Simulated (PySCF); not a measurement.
Compound: C2H3F3OSi.
Atom-mapped SMILES: `[O:1]=[C:2]([SiH3:3])[C:4]([F:5])([F:6])[F:7]`

A calculation gives these core lines: C 1s: 294.16 (area 1), 298.38 (area 1) eV; O 1s: 539.17 eV; F 1s: 694.32 eV; Si 1s: 1847.31 eV; Si 2p3/2: 107.64 eV.

Method: delta-SCF UKS SCAN, pcX-2 on the ionised atom, pcseg-1 elsewhere, spin-free X2C in PySCF 2.14.0. Isolated species at its GFN2-xTB geometry, gas phase.

Problem. Order the carbon atoms by C 1s binding energy.

Solution. 294.16 eV: C2 (carbonyl carbon); 298.38 eV: C4 (CF3 carbon). Lowest listed C 1s: C2, bonded to O (double bond), C and Si. Highest, 4.22 eV above it: C4, bonded to 3 F and C. Summing the Pauling electronegativity differences to the bonded atoms, each weighted by its formal bond order, gives +1.13 for the lowest site and +4.29 for the highest.

Bonded neighbours of each site: O1: C (double bond); C2: O (double bond), C and Si; Si3: C and 3 H; C4: 3 F and C; F5/F6/F7: C.

Problem. What is the longest wavelength that can ionise F 1s of F5/F6/F7 vertically?

Solution. λ = hc/E = 12398.42 eV Å / 694.32 eV = 17.857 Å.

One atom of each set of topologically equivalent atoms was ionised and stands for the set; in this conformer not all members are related by symmetry, and their own values weren't computed. Spin contamination (⟨S²⟩ against 0.75 for a pure doublet) is marked for C 1s of C2 (0.86), which makes this value less certain. 2p3/2 and 2p1/2 are the ΔSCF energy of one spin-free 2p hole plus the eigenvalues of a spin–orbit and ligand-field matrix of the shell. 2p1/2 minus 2p3/2 (ligand field included): Si 0.62 eV.

Shape of the structure used: `[O:1]=[C:2]([SiH3:3])[C:4]([F:5])([F:6])[F:7]`: O1–C2–C4–F5 17°.
